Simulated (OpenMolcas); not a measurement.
# Multiconfigurational calculation on Hf3+

Input:

```
&GATEWAY
Coord
1

Hf 0.0 0.0 0.0
Basis=ANO-RCC-VQZP
Group=XYZ
NoMove
AngMom=0.0 0.0 0.0
AMFI
&SEWARD
Relativistic=R03O02
* reference wave functions (RASSCF and RASSI steps not shown): 1 electron in 5 orbitals (5d)
>>> COPY JOB001 $Project.JobIph
&CASPT2
Multistate=5 1 2 3 4 5
NoMult
Frozen=14 9
IPEA=0.2
Shift=0.05
MaxIter=60
WThr=0.0 0.3 0.05
PrWF=0.5
NoMix
```

Launched by
```bash
OMP_NUM_THREADS=1 MOLCAS_MEM=2252 MOLCAS_PROJECT=a pymolcas a.inp > a.log  # once for each step of the input, in one work folder
```

Output, cut to the results:

```
--- CASPT2 ---
Orbital specifications:
      -----------------------

      Symmetry species                           1   2
                                                ag  au
      Frozen orbitals                           14   9
      Inactive orbitals                          1  10
      Active orbitals                            5   0
      Secondary orbitals                        46  55
      Deleted orbitals                           0   0
      Number of basis functions                 66  74
Type of calculation                        SS-CASPT2
      Fock operator                              state-specific
      IPEA shift                                 0.20
      Real shift                                 0.05
      Imaginary shift                            0.00
      The input orbitals will be transformed to quasi-canonical
Reference energy:      -15074.5603045616
      E2 (Non-variational):      -1.1984762188
      Shift correction:          -0.0059702225
      E2 (Variational):          -1.2044464414
      Total energy:          -15075.7647510030
      Residual norm:              0.0000003264
      Reference weight:           0.89333
      Contributions to the CASPT2 correlation energy
      Active & Virtual Only:          0.0000000000
      One Inactive Excited:          -0.0649712575
      Two Inactive Excited:          -1.1335049614
Reference energy:      -15074.5603045616
      E2 (Non-variational):      -1.1984582681
      Shift correction:          -0.0059696668
      E2 (Variational):          -1.2044279348
      Total energy:          -15075.7647324964
      Residual norm:              0.0000002643
      Reference weight:           0.89334
      Contributions to the CASPT2 correlation energy
      Active & Virtual Only:          0.0000000000
      One Inactive Excited:          -0.0649522439
      Two Inactive Excited:          -1.1335060242
::    CASPT2 Root  1     Total energy: -15075.76475100
::    CASPT2 Root  2     Total energy: -15075.76473250
::    CASPT2 Root  3     Total energy: -15075.76473373
::    CASPT2 Root  4     Total energy: -15075.76473166
::    CASPT2 Root  5     Total energy: -15075.76472419
```

Levels above the lowest, from the spin-orbit matrix with the single-state CASPT2 energies, averaged by term, on its diagonal:

```json
{"Configuration": "5d", "Term": "2D", "J": "3/2", "E (cm-1)": "0.0", "g": "0.800", "Term weight %": "100"}
{"Configuration": "5d", "Term": "2D", "J": "5/2", "E (cm-1)": "4988", "g": "1.200", "Term weight %": "100"}
```

With one active electron, CASPT2 adds the correlation within the correlated inactive shells and between them and that electron, and leaves the splitting within a term as the reference gives it. Only configurations of the active space appear.

The CASPT2 steps took 6.3 s on 1 thread of Arm Neoverse V1, with other jobs on the host; the integral step is not counted.

The term weight is that of the spin-free term in the level, not the purity of its configuration.
